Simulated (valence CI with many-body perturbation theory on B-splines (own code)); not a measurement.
Eu³²⁺ in brief

Computed by configuration interaction combined with many-body perturbation theory (CI+MBPT): three valence electrons over a frozen Dirac-Fock core [Ar] 3d10, radial functions for each j: 11 s, 11 p, 10 d, 8 f, 5 g, 2 h, with the one-electron correlation potential Σ1, the two-electron term Σ2, the three-electron term Σ3, Breit, model QED; selected CI, second order for the rest, scaled by the run's own slope (own B-spline code, finite nucleus).

No measured spectrum was set against this ion. As an estimate, large intervals hold to a few tenths of a per cent, small ones and those within an open d or f shell to about a per cent.

Levels are named by their leading jj configuration (3d3/2^4 stands for four electrons in 3d with j = 3/2), which in mixed levels can hold well under half, so a name can repeat and another be missing.

Rates and lifetimes use the calculated energies. Strong lines usually hold to 10 to 20 %, long lifetimes can be off by a factor of two.

Task: What is the ground level?

Result: (4s^2 4p1/2) J=1/2, composition 99 % 4s²4p ²P°, g = 0.662.

Task: Name the longest-lived excited levels whose lifetime is computed, and their main decay.

Result: (4s 4p3/2 4d5/2) J=9/2 at 2145.3 × 10³ cm⁻¹ lives 3.86 μs, mostly by M1 to (4s 4p1/2 4d5/2) J=7/2; (4s^2 4p3/2) J=3/2 at 331.87 × 10³ cm⁻¹ lives 3.00 μs, mostly by M1 to (4s^2 4p1/2) J=1/2.

Task: How well does LS coupling describe the low levels?

Result: Among the lowest 20 levels the leading LS term, summed over configurations, holds 67 % on average. For single configurations the figures are 63 % in LS and 83 % in jj coupling. Terms mix most in the J = 3/2 level at 1523.5 × 10³ cm⁻¹, where the leading one holds 44 %.

Task: Where does the other parity begin?

Result: At (4s 4p1/2^2) J=1/2, 563.38 × 10³ cm⁻¹.

Task: Among levels below 4228.4 × 10³ cm⁻¹, which E1 lines absorb most strongly from the ground level?

Result: to (4s^2 4d3/2) J=3/2 at 7.793 nm, f = 0.533; to (4s 4p1/2 4p3/2) J=1/2 at 10.30 nm, f = 0.388; to (4s 4p1/2 4p3/2) J=3/2 at 10.57 nm, f = 0.354.
